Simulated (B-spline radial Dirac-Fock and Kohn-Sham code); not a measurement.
These are calculated numbers from a radial atomic solver; the model is the Dirac equation of a negative muon with reduced mass in the field of a spherical finite nucleus, with the Uehling potential to all orders; nuclear polarisation, deformation, hyperfine structure, self-energy, higher-order vacuum polarisation, relativistic recoil and electron screening are left out. The nuclear charge is a Fermi distribution (skin thickness 2.3 fm).

Question: A muonic atom of atomic mass 167.93 u emits these computed lines: 2p3/2 → 1s1/2 4906 keV, 3d5/2 → 2p3/2 1774 keV, 4f7/2 → 3d5/2 642.3 keV, 5g9/2 → 4f7/2 295.6 keV. Which element is it, and what rms charge radius was used?

Answer: Erbium (Z = 68, nuclide ¹⁶⁸Er); the high transitions hardly feel the nucleus and fix Z. The 2p → 1s line lies 5709 keV below the value for a point nucleus without QED, which for this nuclear model gives a radius near 5.26 fm (5.2644 fm was used).
